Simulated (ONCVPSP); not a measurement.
**Scattering properties, ONCV potential for nickel (Ni)**

nickel (Ni), optimised norm-conserving Vanderbilt (ONCV), made with ONCVPSP 4.0.1 (PBE, scalar-relativistic). Core [Ne], reference 3s2 3p6 3d8 4s2. Waves: 3s+4s: rc 1.05 bohr, ncon 4, nbas 8, qcut 14 1/bohr, 2 projectors; 3p: rc 0.75 bohr, ncon 4, nbas 8, qcut 8.7 1/bohr, 2 projectors, debl 3.3 Ha; 3d: rc 0.80 bohr, ncon 4, nbas 7, qcut 10.6 1/bohr, 2 projectors, debl 1.1 Ha. Local part: polynomial inside 0.45 bohr (lpopt 5, dvloc0 2 Ha). Core correction: none.

The phase is arctan(r·R′/R) of the radial function R(r), unwrapped; energies in Ha, scanned from -6 to 5 Ha. A pole is an energy at which the radial function vanishes at the test radius. The pseudo phase is shifted by a multiple of π to meet the all-electron one at the reference energy, and phase errors are pseudo minus all-electron; the curves can meet again beyond the range given. Levels narrower than the energy grid can be missing from the lists of poles.

```tsv
channel	radius (bohr)	reference energy (Ha)	poles, all-electron	poles, pseudo	unbroken range about the reference energy with phases within 0.05 rad	phase error 1 Ha above the reference energy (rad)
s	1.06	-0.21	-2.29	-2.29	the whole range	-0.000
p	0.76	-2.62	none	none	the whole range	+0.000
d	0.81	-0.33	4.57	4.55	the whole range	+0.000
```

Phases in the d channel:

| E (Ha) | all-electron | pseudo |
| --- | --- | --- |
| -5.96 | 0.903 | 0.902 |
| -5.68 | 0.870 | 0.868 |
| -5.40 | 0.832 | 0.831 |
| -5.12 | 0.790 | 0.789 |
| -4.84 | 0.742 | 0.741 |
| -4.56 | 0.687 | 0.686 |
| -4.28 | 0.625 | 0.624 |
| -4.00 | 0.553 | 0.552 |
| -3.72 | 0.471 | 0.470 |
| -3.44 | 0.378 | 0.377 |
| -3.16 | 0.272 | 0.271 |
| -2.88 | 0.153 | 0.153 |
| -2.60 | 0.024 | 0.023 |
| -2.32 | -0.114 | -0.115 |
| -2.04 | -0.256 | -0.256 |
| -1.76 | -0.395 | -0.395 |
| -1.48 | -0.528 | -0.528 |
| -1.20 | -0.651 | -0.651 |
| -0.92 | -0.762 | -0.762 |
| -0.64 | -0.861 | -0.861 |
| -0.36 | -0.947 | -0.947 |
| -0.08 | -1.023 | -1.023 |
| 0.20 | -1.090 | -1.090 |
| 0.48 | -1.148 | -1.148 |
| 0.76 | -1.200 | -1.200 |
| 1.04 | -1.245 | -1.245 |
| 1.32 | -1.286 | -1.286 |
| 1.60 | -1.322 | -1.323 |
| 1.88 | -1.355 | -1.355 |
| 2.16 | -1.386 | -1.386 |
| 2.44 | -1.413 | -1.413 |
| 2.72 | -1.438 | -1.439 |
| 3.00 | -1.462 | -1.462 |
| 3.28 | -1.484 | -1.484 |
| 3.56 | -1.505 | -1.505 |
| 3.84 | -1.524 | -1.525 |
| 4.12 | -1.543 | -1.544 |
| 4.40 | -1.560 | -1.562 |
| 4.68 | -1.577 | -1.579 |
| 4.96 | -1.594 | -1.596 |
